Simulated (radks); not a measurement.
The numbers below are computed, except where a source is named.
Question: The chlorine anion Cl-, [Ar], held by a Watson sphere: a shell of charge +1 at radius R that stands for the Madelung well of a crystal (potential energy -1/R inside, -1/r outside, in hartree with lengths in bohr). Code: a radial shooting solver on a logarithmic mesh with Libxc functionals. Model: scalar-relativistic Kohn-Sham, LDA (Slater exchange, Perdew-Wang correlation), spin-polarised, spherical densities, finite nucleus; Fermi nuclear charge, rms radius of each element as measured or else 0.836 A^(1/3) + 0.57 fm. Response by self-consistent Sternheimer equations with the Hartree and adiabatic LDA kernel, the relativistic mass of each level held fixed and spin-orbit coupling left out. The sphere does not respond.

R (bohr)  e(2p) (eV)  e(3s) (eV)  e(3p) (eV)  <r> 3p (bohr)  sum of <r^2> (bohr^2)  X-ray form factor at sin(theta)/lambda = 0.1 1/angstrom  alpha (bohr^3)
1.84         -189.76     -21.231      -9.377          1.851                  32.02                                                   15.958           16.79
2.17         -189.60     -20.562      -8.885          1.893                  33.36                                                   15.890           18.77
2.42         -189.43     -20.077      -8.486          1.921                  34.28                                                   15.846           20.43
4.15         -187.66     -17.480      -6.010          2.026                  38.24                                                   15.687           32.47

Estimate the row for R = 3.23 bohr.

Answer: e(2p) (eV) -188.66; e(3s) (eV) -18.701; e(3p) (eV) -7.217; <r> 3p (bohr) 1.986; sum of <r^2> (bohr^2) 36.60; X-ray form factor at sin(theta)/lambda = 0.1 1/angstrom 15.745; alpha (bohr^3) 26.21.
